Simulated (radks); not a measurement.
Spherical quantum dot in the effective-mass picture: electrons in a parabolic well V = omega^2 r^2 / 2 with omega = 0.524, with a point charge +1 (a donor) at the centre, all in effective atomic units (hartree* = m*/eps^2 hartree, bohr* = eps/m* bohr), one dielectric constant everywhere. Calculated with a radial shooting solver with Libxc functionals: non-relativistic Kohn-Sham, r2SCAN, spin-polarised, spherical densities, generalised Kohn-Sham scheme. Levels are named by radial order and angular momentum (1s, 1p, 1d, 2s, ...), and open shells are averaged over m. Results are scaled to m* = 0.213 and eps = 15, for which hartree* = 25.76 meV and bohr* = 3.727 nm.

N = 30, configuration 1s2 1p6 1d10 2s2 1f(up 7, down 3). This is the lowest configuration that the search found. Occupied and some empty levels:

level,occupation,eigenvalue (meV),<r> (nm)
1s down,1,219.56,7.065
1s up,1,219.59,7.254
1p up,3,227.23,12.38
1p down,3,227.71,12.12
2s up,1,229.94,11.80
2s down,1,230.58,11.80
1d up,5,232.84,14.13
1d down,5,233.61,13.99
1f up,7,239.07,15.31
1f down,3,240.03,15.26
2p up,0,240.88,12.66
2p down,0,241.40,12.80
1g up,0,246.01,16.26
1g down,0,247.07,16.26
2d up,0,249.44,14.12
2d down,0,250.02,14.16

Energy (meV): total 4217.76, kinetic 344.24, external 1264.1, Hartree 2860.6, exchange-correlation -251.20.

Electron density:

r (nm),n(r) (e/nm^3)
1.28,0.007174
2.70,0.003501
4.12,0.001868
5.54,0.001207
6.96,0.001047
8.38,0.001120
9.80,0.001266
11.2,0.001377
12.6,0.001381
14.1,0.001245
15.5,0.0009854
16.9,0.0006717
18.3,0.0003880
19.7,0.0001876
21.2,0.00007511
22.6,0.00002476
24.0,6.779e-06
25.4,1.537e-06
26.9,2.895e-07
28.3,4.537e-08
